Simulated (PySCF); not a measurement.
# Worked example: dipole moment from atomic charges

B(H)(Cl)(vinyl) (C2H4BCl), SMILES C(=C)BCl. Atoms are numbered in the order given.

```xyz
8

B     -0.5382    -0.0305     0.0000
H     -1.7343     0.1069     0.0000
Cl     0.0815    -1.6805     0.0000
C      0.4173     1.1753     0.0000
C     -0.0671     2.4323     0.0000
H      1.5045     1.0303     0.0000
H      0.5800     3.3166     0.0000
H     -1.1463     2.6214     0.0000
```
Charge 0, spin multiplicity 1.

Geometry: B3LYP-D3(BJ)/def2-SVP. The values are those of a single conformer.

Charges (e) from CAM-B3LYP/def2-TZVPD in PySCF:

```tsv
atom	ESP fit	IAO
B1	0.186	0.110
H2	-0.048	0.008
Cl3	-0.151	-0.081
C4	-0.097	-0.284
C5	-0.339	-0.211
H6	0.101	0.151
H7	0.176	0.155
H8	0.171	0.152
```

The dipole moment of the full density is 2.05 D.

What dipole moment does each set of point charges give, and which comes closer to that of the density?


μ = Σ q r, and 1 e Å = 4.8032 D.
ESP fit: Σ q r = (0.011, 0.440, 0.000) e Å, |μ| = 2.12 D.
IAO: Σ q r = (-0.041, 0.355, 0.000) e Å, |μ| = 1.72 D.
ESP fit comes closer in size. Point charges leave out the atoms' own dipoles (lone pairs, polarised bonds); fits to the potential absorb them, partitions of the density don't.
